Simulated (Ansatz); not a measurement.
The same path of C₃H₈OSi (13 atoms, charge 0, multiplicity 1) was run twice with different band settings. The coordinate that changes most is the dihedral C1–C2–Si4–O5.

Computed with Ansatz 0.2.0, RKS PBE/def2-SVP.

Relaxed end points:

```xyz
13
Properties=species:S:1:pos:R:3
C -1.208 0.961 0.359
C -0.417 -0.014 -0.138
C -0.842 -0.919 -1.267
Si 1.298 -0.253 0.621
O 1.653 0.948 1.752
H -2.221 1.154 -0.042
H -0.875 1.600 1.195
H -0.832 -1.987 -0.958
H -1.864 -0.681 -1.628
H -0.146 -0.844 -2.131
H 2.316 -0.286 -0.498
H 1.378 -1.547 1.378
H 1.781 1.834 1.371
```

```xyz
13
Properties=species:S:1:pos:R:3
C -1.661 0.384 0.681
C -0.561 -0.013 0.004
C -0.602 -0.454 -1.438
Si 1.095 -0.032 0.894
O 2.172 0.835 -0.075
H -2.661 0.390 0.210
H -1.611 0.723 1.730
H -0.252 -1.504 -1.548
H -1.623 -0.385 -1.867
H 0.083 0.163 -2.057
H 1.602 -1.447 1.068
H 0.927 0.579 2.264
H 3.112 0.727 0.148
```

Common settings: spring 5.0 eV/Å²; optimiser quadratic models (default); start path through a guess of the saddle point; force threshold 0.05 eV/Å; iteration limit 60; end points relaxed.

| run | movable images | climbing image |
| --- | --- | --- |
| 1 | 9 | yes |
| 2 | 8 | no |

Task: What does each run give, and how far can it be trusted?

Result: Run 1: converged after 16 iterations, highest image 0.087 eV above the first end. A vibrational analysis at the climbing image gives one clearly imaginary mode, 68i cm⁻¹: a first-order saddle point.
Run 2: converged after 19 iterations, highest image 0.087 eV above the first end. No image climbed, so the highest image needn't sit at the top of the path.
